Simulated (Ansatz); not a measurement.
Reaction (cleavage of the Si–Ge bond): `[SiH3][GeH2][SiH3]` + `F[SiH2]N[SiH3]` → `F[SiH2]N([SiH3])[SiH3]` + `[SiH3][GeH3]`

Isolated molecules relaxed with PBE0-D4/def2-TZVP in Ansatz; ΔE leaves out vibrations. CCSD(T)/CBS adds triple-zeta CCSD(T) − MP2 to the extrapolated MP2 energy (def2 sets, frozen cores). This one scheme is used for every species. Functionals use def2-TZVPP. For Ge outer-core shells are correlated without core-valence functions, which leaves a few kJ/mol of doubt a bond. Scalar relativity is left out up to krypton. Each species was taken in one conformer, which may not be the lowest.

```json
{"species": "`[SiH3][GeH2][SiH3]`", "r2SCANh-D4 energy (Eh)": "-2660.73409"}
{"species": "`F[SiH2]N[SiH3]`", "r2SCANh-D4 energy (Eh)": "-737.25531"}
{"species": "`F[SiH2]N([SiH3])[SiH3]`", "r2SCANh-D4 energy (Eh)": "-1027.94981"}
{"species": "`[SiH3][GeH3]`", "r2SCANh-D4 energy (Eh)": "-2370.04976"}
```

Q: Work out ΔE.

A: ΔE = (-1027.94981) + (-2370.04976) − (-2660.73409) − (-737.25531) = -0.01017 Eh = -6.4 kcal/mol. CCSD(T)/CBS gives -7.3 kcal/mol.

Largest T1 diagnostic among the species: 0.012.

Leaving LDA and LC-ωPBE aside and taking each functional with its dispersion term where it has one, the values, not all of them listed here, spread over 4.8 kcal/mol, from BHLYP-D4 to PBE-D4. LDA lies −1.9 kcal/mol from PBE without D4. From BLYP to BHLYP (50 % exact exchange), in def2-TZVPP and without D4, ΔE moves by −3.2 kcal/mol. The D4 term adds −1.7 kcal/mol with B3LYP and −0.9 kcal/mol with PBE0; it sums over pairs of atoms, weighted by their polarisabilities, and B3LYP, whose exchange is more repulsive, gets the larger term.

B3LYP here is the variant with VWN-RPA as its local correlation; programs differ in this.
